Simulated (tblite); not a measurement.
Species: C6H9O (doublet state).
Z-matrix (Å and degrees, GFN2-xTB geometry), rows numbered from 1:
```
C 
O   1  1.3403
C   2  1.3443  1  120.15
C   3  1.3370  2  122.08  1  -177.47
C   4  1.5003  3  132.65  2  -179.87
C   5  1.5412  4   88.51  3  -179.42
C   4  1.5010  3  134.31  2     0.31
H   1  1.0750  2  120.62  3    -6.87
H   1  1.0692  2  115.16  3  -173.14
H   3  1.0871  2  116.83  1     2.75
H   5  1.0904  4  114.74  3   -62.46
H   5  1.0905  4  114.65  3    63.68
H   6  1.0874  5  114.31  4  -117.36
H   6  1.0873  5  114.06  4   116.30
H   7  1.0900  4  114.41  3   -63.63
H   7  1.0899  4  114.61  3    62.18
```

Computed geometry: GFN2-xTB, gas phase. This method treats the open shell by occupation alone, without spin polarisation.

Take the most abundant isotopes and a rigid rotor. The values belong to one conformer with, in the numbering `[CH2:1][O:2][CH:3]=[C:4]1[CH2:5][CH2:6][CH2:7]1`, H–C1–O2–C3 -7° and -173°, C1–O2–C3–C4 -177°.

Q: What are A, B and C (MHz)?

A: Ia = 55.07, Ib = 368.72, Ic = 414.28 u·Å²; 505379 MHz·u·Å²/I gives A = 9177, B = 1371, C = 1220 MHz.

Q: What kind of rotor is it?

A: A near-prolate asymmetric top; Ray's κ = -0.962.

Q: What does the inertial defect say?

A: Not planar: Δ = Ic − Ia − Ib = -9.51 u·Å². For a rigid frame Δ = −2 Σ m c², so Σ m c² = 4.75 u·Å² lies off the ab plane: 4.73 from hydrogen and 0.02 from heavier atoms. The atom farthest from that plane is 0.91 Å away.

Q: Give the coordinates in the principal-axis frame, origin at the centre of mass.

A: The sense of each axis is arbitrary; atoms in the order of the calculation.
| atom | mass (u) | a (Å) | b (Å) | c (Å) |
| --- | --- | --- | --- | --- |
| C1 | 12.000 | 3.081 | -0.011 | -0.035 |
| O2 | 15.995 | 1.797 | 0.370 | 0.014 |
| C3 | 12.000 | 0.818 | -0.552 | 0.008 |
| C4 | 12.000 | -0.475 | -0.214 | 0.006 |
| C5 | 12.000 | -1.737 | -1.025 | 0.002 |
| C6 | 12.000 | -2.537 | 0.293 | -0.013 |
| C7 | 12.000 | -1.219 | 1.090 | 0.003 |
| H8 | 1.008 | 3.347 | -1.051 | 0.032 |
| H9 | 1.008 | 3.794 | 0.776 | 0.089 |
| H10 | 1.008 | 1.126 | -1.594 | 0.009 |
| H11 | 1.008 | -1.872 | -1.656 | -0.877 |
| H12 | 1.008 | -1.884 | -1.642 | 0.890 |
| H13 | 1.008 | -3.165 | 0.446 | 0.861 |
| H14 | 1.008 | -3.136 | 0.437 | -0.909 |
| H15 | 1.008 | -1.060 | 1.701 | 0.891 |
| H16 | 1.008 | -1.040 | 1.712 | -0.874 |

Q: Where do the levels up to J = 3 lie, in cm⁻¹?

A: Above 0(0,0):
J = 1: 1(0,1) 0.0864, 1(1,1) 0.3468, 1(1,0) 0.3518
J = 2: 2(0,2) 0.2592, 2(1,2) 0.5146, 2(1,1) 0.5297, 2(2,1) 1.3109, 2(2,0) 1.3110
J = 3: 3(0,3) 0.5181, 3(1,3) 0.7662, 3(1,2) 0.7964, 3(2,2) 1.5701, 3(2,1) 1.5705, 3(3,1) 2.8847, 3(3,0) 2.8847
Those of J = 1 are B + C, A + C and A + B.

For this open shell read J as N, the rotation without spin; fine and hyperfine splittings come on top. Its GFN2-xTB frequencies are all real (lowest 63 cm⁻¹). Zero-point vibration and centrifugal distortion are left out.

On one thread of an Arm Neoverse V1, no GPU, on a shared host, this took 0.5 s of wall time. These figures are those of the optimisation.
